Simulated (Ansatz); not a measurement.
BFH6OSi2 can be A, `OB(F)[SiH2][SiH3]`, or B, `FBO[SiH2][SiH3]`.

Program: Ansatz. Geometries: PBE0-D4/def2-TZVP. ΔE: electronic, gas phase. CCSD(T)/CBS is the MP2 limit (def2-TZVPP, def2-QZVPP) plus CCSD(T) − MP2 in def2-TZVPP, frozen cores. DFT in def2-TZVPP. B3LYP here is the variant with VWN-RPA as its local correlation; programs differ in this. One conformer a species, not always the lowest.

Question: Which isomer does CCSD(T)/CBS put lower? Give the gap. (Estimate.)

Answer: Ansatz gave: B, by 98.5 kJ/mol.

Question: Give E(B) − E(A) in kJ/mol with B3LYP, ωB97M-V, r2SCAN-D4, MP2/def2-TZVPP, B3LYP-D4, CCSD/def2-TZVPP, HF/def2-TZVPP. (Best estimate.)

Answer: Computed: B3LYP -97.1, ωB97M-V -98.6, r2SCAN-D4 -92.4, MP2/def2-TZVPP -102.6, B3LYP-D4 -99.3, CCSD/def2-TZVPP -99.8, HF/def2-TZVPP -121.2. None reverses the order clearly.

Largest T1 diagnostic: 0.014.

In def2-TZVPP, CCSD(T) changes the Hartree–Fock value by +24.8 kJ/mol (the triples alone add +3.4 kJ/mol) and MP2 by +18.6 kJ/mol. From PBE to PBE0 (25 % exact exchange), in def2-TZVPP and without D4, E(B) − E(A) moves by −7.7 kJ/mol.
